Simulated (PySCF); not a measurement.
# Correlation energy of Ar⁺ (argon, charge +1)

[Ne] 3s1 3p5 3d1, one real determinant (an excited configuration). Calculation: PySCF 2.14, in aug-cc-pCVTZ-DK with one added diffuse shell each of s, p, d, f type (9s8p6d4f, 91 functions); the spin-free X2C one-electron Hamiltonian (Gaussian nucleus). Frozen: [Ne]; 7 electrons correlated.

MP2 pair energies summed by pair of shells (mhartree):

```csv
pair,energy,share (%)
3p-3p,-152.52,74.5
3p-3d,-32.63,15.9
3s-3p,-18.35,9.0
3s-3d,-1.15,0.6
```

Total MP2 correlation energy: -204.65 mhartree.

Same-spin part -42.84 and opposite-spin part -161.81 mhartree; SCS-MP2 scales them by 1/3 and 6/5 to -208.45 mhartree.

The reference is one real determinant that mixes LS terms of this configuration.
